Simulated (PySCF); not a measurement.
Cartesian coordinates (Å):
```xyz
12

Zr    -0.0523     0.0373     0.0771
O      0.0428    -1.8942    -0.1537
H      0.0884    -2.8512    -0.2684
N      1.0607     0.6837     1.6821
H      0.7522     1.3342     2.4134
H      1.9580     0.2824     1.9821
N     -1.9778     0.6883     0.3961
H     -2.6952     0.1799     0.9280
H     -2.4401     1.4736    -0.0756
N      0.6462     1.0522    -1.5706
H      0.5260     0.7533    -2.5465
H      1.3085     1.8360    -1.5659
```
Charge 0, multiplicity 1.

Give the LUMO, HOMO and total energy at the level TPSSh-D3(BJ)/def2-TZVP // PBE-D3(BJ)/def2-SVP run with PySCF.


LUMO: -0.24 eV
HOMO: -5.92 eV
total energy: -291.0412 Ha
